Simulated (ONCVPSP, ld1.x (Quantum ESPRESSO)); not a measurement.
## Hardness and transferability of assorted potentials

Generated with ld1.x 7.5 (TM, RRKJ, ultrasoft, PAW), atompaw 4.2 or ONCVPSP 4.0.1. The cutoff is in Ry: for ld1.x and atompaw files where the sum of valence levels is converged to 10 mRy in a Bessel basis, for ONCV files where the hardest occupied wave has 1 mHa per electron of residual kinetic energy. The error is the largest all-electron minus pseudo excitation energy over each file’s own four to seven test configurations (ionisations up to +4, promotions, holes and added fractions of an electron), all of which were solved. The labels leave out finer settings (local radius, basis sizes, second energies), which also bear on the numbers. Spin-polarised tests are not counted. The rows are a selection from randomly drawn settings: files with unsolved tests, undetermined cutoffs or missed reference levels are left out.

A true bound ghost makes a file unfit for plane-wave use even where its test errors are small: the radial tests pick states by their node count and pass the ghost by.

```csv
element,potential,cutoff (Ry),largest error (meV),bound ghosts
P,"RRKJ, PBE, non-relativistic, rc 1.60/1.35 (sp), local s, core correction no, reference 3s2 3p1.5",45,+160,none
Zn,"ONCV, BLYP, scalar-relativistic, rc 1.75/1.60/1.45 (spd), local smoothed, core correction no, reference 3d10 4s1, qcut 3.1/4.9/12.2, projectors 1/2/3",116,+66,p
Pd,"ONCV, PBEsol, fully relativistic, rc 2.35/2.15/1.35 (spd), local smoothed, core correction yes, reference 4d9 5s1, qcut 2.9/3.3/8.5, projectors 2/2/3",61,-46,"s, d5/2, d3/2"
Te,"ONCV, PBE, scalar-relativistic, rc 1.20/1.25/0.90 (spd), local smoothed, core correction yes, reference 4s2 4p6 4d10 5s2 5p4, qcut 8.1/12/9.2, projectors 2/2/2",163,-12,none
W,"ONCV, LDA (Perdew-Wang 92), fully relativistic, rc 2.00/1.20/2.50 (spd), local smoothed, core correction yes, reference 5s2 5p6 5d4 6s2, qcut 7.5/6.4/6.9, projectors 2/2/2",177,-32,none
```

Problem. Fill in the row for Cl: ONCV, LDA (Perdew-Zunger), non-relativistic, rc 1.15/1.35 (sp), local smoothed, core correction yes, reference 3s2 3p5, qcut 4.4/6, projectors 2/3.

Solution. cutoff 89 Ry, largest error +66 meV, bound ghosts: none.

Problem. Fill in the row for Pd: ONCV, PBE, scalar-relativistic, rc 1.60/1.35/1.95 (spd), local smoothed, core correction yes, reference 4s2 4p6 4d9, qcut 9.2/12/6.5, projectors 1/2/2.

Solution. cutoff 99 Ry, largest error +67 meV, bound ghosts: none.
